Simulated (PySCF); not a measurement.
This PySCF input asks for the NMR shieldings of `CB(C)N=C1CCCC1`, C7H14BN; the geometry comes from GFN2-xTB.

```python
import basis_set_exchange as bse
import numpy as np
from pyscf import gto, dft
from pyscf.prop import nmr

atoms = """
C     2.670225    1.592371    0.629185
B     2.031977    0.316265   -0.087695
C     2.963053   -0.708221   -0.883917
N     0.704974    0.101216   -0.017417
C    -0.520222   -0.085889    0.031758
C    -1.531355    0.467006   -0.945731
C    -2.819269   -0.291538   -0.630395
C    -2.717808   -0.565269    0.871311
C    -1.242232   -0.902452    1.078101
H     3.502060    1.306323    1.268803
H     1.953565    2.138979    1.237057
H     3.066971    2.283651   -0.111705
H     3.619357   -0.183572   -1.574473
H     3.604347   -1.252353   -0.193360
H     2.397480   -1.441930   -1.453160
H    -1.651433    1.535413   -0.749844
H    -1.195767    0.352539   -1.975531
H    -3.713733    0.272999   -0.889990
H    -2.838705   -1.236103   -1.177139
H    -3.380741   -1.367059    1.193480
H    -2.973945    0.337175    1.429302
H    -0.879122   -0.681907    2.081175
H    -1.054429   -1.960661    0.880263
"""
names = dict.fromkeys(["C", "B", "N", "H"], "pcSseg-1")
basis = {el: gto.basis.parse(bse.get_basis(n, elements=[el], fmt="nwchem")) for el, n in names.items()}
mol = gto.M(atom=atoms, basis=basis, charge=0, verbose=0)
mf = dft.RKS(mol, xc="PBE0")
mf.grids.level = 2
mf.grids.alignment = dft.numint.BLKSIZE   # the property module wants whole blocks of grid points
mf.conv_tol = 1e-9
mf.kernel()

calc = nmr.RKS(mf)   # GIAO
C = mf.mo_coeff
Co = C[:, mf.mo_occ > 0]
resp = mf.gen_response(singlet=True, hermi=2)
def vind(x):   # induced exchange potential for any number of trial vectors
    d = np.einsum("pi,xij,qj->xpq", C, 2 * x.reshape(-1, C.shape[1], Co.shape[1]), Co, optimize=True)
    return np.einsum("xpq,pi,qj->xij", resp(d - d.transpose(0, 2, 1)), C, Co, optimize=True).ravel()
mo1, _ = nmr.rhf.solve_mo1(calc, with_cphf=vind)
sigma = calc.kernel(mo1)
for i, s in enumerate(sigma):   # ppm
    print("%2d %-2s %9.2f" % (i, mol.atom_pure_symbol(i), np.trace(s) / 3))
```

Question: Give the expected output.

Answer: 
```
 0 C     182.66
 1 B      73.32
 2 C     182.74
 3 N    -109.53
 4 C      23.50
 5 C     147.90
 6 C     158.17
 7 C     158.12
 8 C     148.03
 9 H      31.37
10 H      31.56
11 H      31.34
12 H      31.40
13 H      31.33
14 H      31.56
15 H      29.38
16 H      29.43
17 H      29.78
18 H      29.99
19 H      29.78
20 H      29.99
21 H      29.42
22 H      29.39
```

These numbers come from an equivalent density-fitted implementation of the same equations, which agrees with the script to about 0.01 ppm for H and up to a few tenths of a ppm for heavy atoms, so last digits may differ.

Size and cost of the density-fitted run: 223 basis functions, 36 s wall time on 1 thread of an Arm Neoverse V2, shared host.
